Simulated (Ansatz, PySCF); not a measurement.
CHO, SMILES [C][OH+] (connectivity only; charge and spin as stated), charge +1, multiplicity 1.

The structure is a stationary point at PBE0-D3(BJ)/def2-TZVPD.

Two levels are set side by side: PBE/def2-TZVPD (Ansatz, a first-principles code) and EOM-CCSD/aug-cc-pVDZ (PySCF). PBE by ΔSCF, the other level by its IP root; same geometry, the bases differ. Differences are taken from unrounded values.

```json
[
 {"quantity": "vertical ionisation energy (eV)", "EOM-CCSD": "22.81", "PBE": "22.59", "PBE minus EOM-CCSD": "-0.21"}
]
```

Here PBE gives about what the other level gives.
